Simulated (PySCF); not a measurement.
# A survey of 19F NMR shifts

PySCF 2.14.0 with density-fitted response routines calculation with shieldings: GIAO PBE0/pcSseg-1 and geometry: GFN2-xTB; no relativistic terms, single conformer, no solvent model, fast rotation and ring inversion assumed for equivalent nuclei.

Shieldings were converted by a linear fit to measured shifts: 19F (scatter 6.0 ppm rms, 7.0 ppm with the 5 outliers that the fit left out vs CFCl3, solution or neat liquid, with a term for F on sp3 carbon). Occasional misses reach two or three times the rms, and more in compound classes unlike the fitted ones.

(1) Give the 19F shifts of `NC(=O)C#CC(F)=C(F)F`, `FC1=C[SiH2]C=C1`.

(2) Order these by 19F shift, lowest first.
A. COc1ccc(OC(F)F)cc1
B. C#Cc1nn(CC)nc1F
C. CC/C(C#N)=C(/C#N)C(F)(F)F

## Answers

(1) 
```csv
compound,environment,δ (ppm)
[NH2:1][C:2](=[O:3])[C:4]#[C:5][C:6]([F:7])=[C:8]([F:9])[F:10],F9: vinylic fluorine,-76.2
[NH2:1][C:2](=[O:3])[C:4]#[C:5][C:6]([F:7])=[C:8]([F:9])[F:10],F10: vinylic fluorine,-100.7
[NH2:1][C:2](=[O:3])[C:4]#[C:5][C:6]([F:7])=[C:8]([F:9])[F:10],F7: vinylic fluorine,-180.5
FC1=C[SiH2]C=C1,vinylic fluorine,-81.7
```

(2) B (-141.8 ppm, aryl fluorine), A (-80.4 ppm, fluorine of a CF2 group), C (-56.1 ppm, fluorine of a CF3 group).
